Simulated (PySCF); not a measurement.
FGeH₄NO₂. Atoms are numbered in the order given.

```xyz
9

N     -1.7378    -0.4853    -0.0283
Ge    -0.0074    -0.0001    -0.0177
O      0.2758     1.7315    -0.0432
O      0.9145    -0.6362    -1.3627
F      0.6100    -0.6172     1.4810
H     -2.1544    -0.5886    -0.9488
H     -1.9339    -1.3066     0.5368
H     -0.2242     2.1990     0.6351
H      1.7034    -0.1108    -1.5411
```

The structure is a stationary point at PBE0-D3(BJ)/def2-SVP. This is a generated structure with no PubChem entry under its InChIKey; it may be hypothetical. Other conformers were not sampled.

Computed with PBE0/def2-TZVP (PySCF).

The molecule is in vacuum.

Computed frontier levels, gap, dipole moment and polarisability:
| Quantity | Result |
|---|---|
| highest occupied level | -8.34 eV |
| lowest empty level | -0.17 eV |
| orbital gap | 8.18 eV |
| dipole moment | 1.63 D |
| quadrupole, principal values (traceless, Buckingham form, about the centre of nuclear charge) | -6.49, -0.05, 6.54 D·Å |
| mean static polarisability | 39.7 bohr³ (5.88 Å³) |
| polarisability, principal values | 36.2, 39.5, 43.4 bohr³ |
